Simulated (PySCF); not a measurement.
FH7N2Si2, SMILES N([SiH2]N)[SiH2]F.

Coordinates come from a PBE-D3(BJ)/def2-SVP optimisation. This is a generated structure with no PubChem entry under its InChIKey; it may be hypothetical. The values are those of a single conformer.

Two levels are set side by side: PBE/def2-TZVP (PySCF) and M06-2X/def2-TZVP (PySCF). Same geometry, gas phase. Differences are taken from unrounded values.

```tsv
quantity	PBE
orbital gap (eV)	5.62
highest occupied level (eV)	-6.15
lowest empty level (eV)	-0.52
dipole moment (D)	1.79
mean polarisability (bohr³)	68.4
```

Q: These are the PBE values. What does M06-2X give? (Estimate from the structure and the level; the computed values follow.)

A: 
| quantity | M06-2X | PBE minus M06-2X |
|---|---|---|
| orbital gap (eV) | 9.90 | -4.28 |
| highest occupied level (eV) | -8.96 | 2.81 |
| lowest empty level (eV) | 0.94 | -1.47 |
| dipole moment (D) | 1.72 | 0.08 |
| mean polarisability (bohr³) | 63.6 | 4.9 |

PBE's occupied levels lie high since its potential decays too fast outside the molecule; exact exchange lowers them and widens the gap. PBE's more diffuse valence density responds more strongly to a field. Differences between two approximate levels are no errors against the true value.

Rough cost on one machine, each run with all the roots and properties that it gave: M06-2X against PBE about 4 times.
